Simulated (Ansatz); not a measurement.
The same path of AlBrH$_{2}$OSi (6 atoms, charge 0, multiplicity 1) was run 3 times with different band settings. Lost on the way: Si4–H6. Made: O3–H6.

Theory: Ansatz 0.2.0, RKS revPBE/def2-SVP.

Relaxed end points:

```xyz
6
Properties=species:S:1:pos:R:3
Br -0.781 -3.438 0.331
Al -0.142 -1.271 0.175
O -1.015 0.135 -0.469
Si 0.454 0.950 -0.008
H 1.231 1.566 -1.145
H 0.294 1.995 1.069
```

```xyz
6
Properties=species:S:1:pos:R:3
Br -1.020 -2.870 0.441
Al 0.244 -1.034 -0.106
O -0.598 0.596 0.254
Si 1.374 1.095 -0.100
H 1.047 1.218 -1.609
H -1.005 0.932 1.075
```

Common settings: movable images 7; climbing image yes; spring 5.0 eV/Å²; optimiser quadratic models (default); start path through a guess of the saddle point; end points relaxed.

| run | force threshold | iteration limit |
| --- | --- | --- |
| 1 | 0.05 eV/Å | 60 |
| 2 | 0.5 eV/Å | 60 |
| 3 | 0.05 eV/Å | 10 |

(1) What does each run give, and how far can it be trusted?

## Answers

(1) Run 1: converged after 10 iterations, highest image 2.534 eV above the first end. A vibrational analysis at the climbing image gives one clearly imaginary mode, 1431i cm⁻¹: a first-order saddle point.
Run 2: converged after 5 iterations, highest image 2.569 eV above the first end. The threshold of 0.5 eV/Å is loose, so the images may lie well off the minimum-energy path. The order of the stationary point at the top wasn't checked.
Run 3: converged after 10 iterations, highest image 2.534 eV above the first end. Another band between the same ends (7 images) ends at a top of the same energy, where a vibrational analysis finds 1 clearly imaginary mode.
The orbitals stay closed-shell, which can raise the energy where a bond breaks towards radicals; this wasn't checked here.
